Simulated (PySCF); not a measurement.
Molecule: `C=CC1(OC(F)(F)F)C=C1`, C6H5F3O.

Cartesian coordinates in Å; atom numbers follow the order of the lines, from 1:
```xyz
15

C    -1.7407    0.9249   -1.0607
C    -1.3301   -0.2420   -0.5946
C    -0.2336   -0.4387    0.3719
O     0.4365    0.7982    0.7507
C     1.5542    1.0541    0.1187
F     1.9677    2.2868    0.4017
F     2.5744    0.2282    0.4516
F     1.4758    0.9685   -1.2232
C     0.5611   -1.7053    0.4414
C    -0.2615   -1.4980    1.4286
H    -2.5478    0.9911   -1.7678
H    -1.2871    1.8511   -0.7532
H    -1.7956   -1.1682   -0.9026
H     1.3165   -2.2732   -0.0429
H    -0.6941   -1.7696    2.3585
```

Frames of a GFN2-xTB Langevin trajectory at 300 K; GIAO PBE0/pcSseg-1 shieldings in PySCF 2.14, gas phase, non-relativistic; equivalent atoms averaged within each frame.

Referencing at the same level of theory: TMS for ¹³C (186.93 ppm), ¹H (31.72 ppm); H2O for ¹⁷O (336.08 ppm); ¹⁹F (170.95 ppm) vs CFCl3. The references are static minima.

Q: How do the shifts (ppm) fluctuate along the trajectory?

A: 
| time (fs) | C2 | C9/C10 | C5 | C1 | C3 | O4 | F6/F7/F8 | H14/H15 | H12 | H11 |
| --- | --- | --- | --- | --- | --- | --- | --- | --- | --- | --- |
| optimised geometry | 146.5 | 130.6 | 131.8 | 125.2 | 65.1 | 150.3 | -69.7 | 7.80 | 6.07 | 5.82 |
| 250 | 154.2 | 137.6 | 136.1 | 130.2 | 55.0 | 147.6 | -60.3 | 8.14 | 6.54 | 5.74 |
| 425 | 140.9 | 138.7 | 131.0 | 123.4 | 71.1 | 170.4 | -58.3 | 8.02 | 6.66 | 6.50 |
| 625 | 140.3 | 136.4 | 128.6 | 132.9 | 67.5 | 154.8 | -68.4 | 8.10 | 7.31 | 6.70 |
| 800 | 146.3 | 146.7 | 136.3 | 134.2 | 69.6 | 158.6 | -41.1 | 8.87 | 6.43 | 6.13 |
| 1000 | 154.4 | 131.0 | 124.9 | 122.4 | 76.1 | 144.4 | -68.1 | 7.43 | 5.79 | 6.66 |
| mean of frames | 147.2 | 138.1 | 131.4 | 128.6 | 67.9 | 155.2 | -59.2 | 8.11 | 6.55 | 6.34 |
| standard deviation | 6.9 | 5.6 | 4.9 | 5.4 | 7.8 | 10.2 | 11.1 | 0.51 | 0.55 | 0.40 |

5 frames give an uncertainty of the mean of about the standard deviation over 2.2 at best, since frames this close in time may not be independent; classical motion lacks zero-point vibration, and the reference would need the same averaging.
